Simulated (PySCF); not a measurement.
C5H9NOSi2: full NMR table

```yaml
Formula: C5H9NOSi2
SMILES: O=CC1=C[Si@H](N[SiH3])C=C1
Point_group_of_the_computed_structure: C1
Degrees_of_unsaturation: 4
Carbon_signals: 5
Proton_signals: 7
```

Bonds (- single, = double, # triple, : aromatic): O1=C2, C2-C3, C3=C4, C4-Si5, Si5-N6, N6-Si7, Si5-C8, C8=C9, C9-C3. C2 carries H10; C4 carries H11; Si5 carries H12; N6 carries H13; Si7 carries H14, H15, H16; C8 carries H17; C9 carries H18. Stereochemistry as in O=CC1=C[Si@H](N[SiH3])C=C1.

[PySCF 2.14.0 with density-fitted response routines: geometry: GFN2-xTB; PBE0/pcSseg-1 with gauge-including orbitals; relativity neglected; in vacuum; rapidly exchanging positions averaged; one computed conformer]

Chemical shifts δ = σref − σ; $^{1}$H (σ = 31.72 ppm), $^{13}$C (σ = 186.93 ppm), $^{29}$Si (σ = 349.16 ppm) vs TMS; NH3 for $^{15}$N (σ = 267.73 ppm); $^{17}$O (σ = 336.08 ppm) vs H2O, all at this level.

| carbon | δC, type | δH (multiplicity) | HMBC from (2–3 bonds) | span of the C tensor (ppm) |
| --- | --- | --- | --- | --- |
| C2 | 194.3, CH | 9.99 (s) | H18, H11 | 178 |
| C3 | 163.7, C | – | H10, H18, H11, H17, H12 | 218 |
| C4 | 157.2, CH | 6.87 (d) | H10, H18, H17, H12 | 255 |
| C8 | 139.1, CH | 6.33 (m) | H18, H11, H12 | 234 |
| C9 | 151.8, CH | 7.69 (d) | H10, H11, H17, H12 | 245 |

Other nuclei:
```csv
atoms,nucleus,environment,δ (ppm),σ (ppm)
H12,$^{1}$H,"hydrogen on a silicon bonded to 2 C, N, in a 5-membered ring",5.30,26.42
H14/H15/H16,$^{1}$H,hydrogen on a silicon bonded to N,4.89,26.83
H13,$^{1}$H,hydrogen on a nitrogen bonded to 2 Si,-0.10,31.82
Si5,$^{29}$Si,"silicon bonded to 2 C, N, H, in a 5-membered ring",-14.3,363.5
Si7,$^{29}$Si,"silicon bonded to N, 3 H",-52.6,401.8
N6,$^{15}$N,"nitrogen bonded to 2 Si, H",1.4,266.4
O1,$^{17}$O,aldehyde oxygen,693.5,-357.4
```

1. Carbon types of the structure: 1 × C, 4 × CH, leaving 5 H on heteroatoms.
2. δC 194.3: aldehyde carbonyl carbon; the double bond to the heteroatom, with no lone-pair donor beside it, deshields it most.
3. δC 163.7: α carbon of a C=C–C=O unit; an sp2 carbon of a C=C bond.
4. δC 157.2: β carbon of a C=C–C=O unit; conjugation with the carbonyl draws π density from the β position.
5. δC 151.8, 139.1: alkene CH; as expected for a trigonal carbon in a double bond.
6. δH 9.99: hydrogen on an aldehyde carbonyl carbon; the formyl region, downfield of aromatic protons.

OH/NH shifts are gas-phase values; hydrogen bonding in solution moves them, usually downfield. Shifts are as computed. Against solution values, carbons near 30 ppm lie about +3 ppm off and those near 130 ppm about +5 ppm. Of 1309 compounds with measured shifts, 239 miss one by over three times the rms of a fit or turn the order of signals round; such compounds aren't used in these exercises. Unscaled 17O shifts of doubly bonded oxygen tend to come out too high, by tens of ppm or more. Experimental scales use liquid or dissolved standards, which lie at an offset from isolated NH3 (liquid NH3: subtract about 20 ppm) and H2O (liquid H2O: subtract about 36 ppm). No couplings were computed; multiplicities are counted from neighbouring protons, with m where these are inequivalent, close in shift, in a saturated or five-membered ring or joined by F or P, and br s for small geminal =CH2 splittings.
